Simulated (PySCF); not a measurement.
In(F)(Br)(Vi), SMILES [Br][In]([F])[CH]=C, CAM-B3LYP/def2-SVP optimised geometry.

```
8

In    -1.24     0.24     0.00
F     -2.31     1.88     0.00
Br    -2.66    -1.78     0.00
C      0.87     0.24     0.00
C      1.57    -0.89    -0.01
H      1.39     1.21     0.01
H      2.66    -0.89    -0.01
H      1.09    -1.88    -0.02
```

Density from CAM-B3LYP/def2-TZVP, def2 effective core potentials past Kr (PySCF 2.14.0) at that geometry. The core electrons that the potentials of In replace are not part of the density.

Minimum of the electron density along straight lines between bonded atoms, close to the bond critical point (lines longer than 1.1 times the sum of covalent radii, or with two minima, are not listed):

```
bond     length / Å  ρ at the minimum / e bohr⁻³  ∇²ρ there / e bohr⁻⁵  position (fraction from the first atom)
-------  ----------  ---------------------------  --------------------  ---------------------------------------
In1–F2        1.950                        0.113                  0.60                                     0.52
In1–Br3       2.472                        0.075                  0.15                                     0.47
In1–C4        2.114                        0.107                  0.16                                     0.52
C4–C5         1.333                        0.352                 -1.08                                     0.50
C4–H6         1.095                        0.278                 -0.97                                     0.65
C5–H7         1.096                        0.279                 -0.98                                     0.65
C5–H8         1.095                        0.281                 -1.00                                     0.65
```
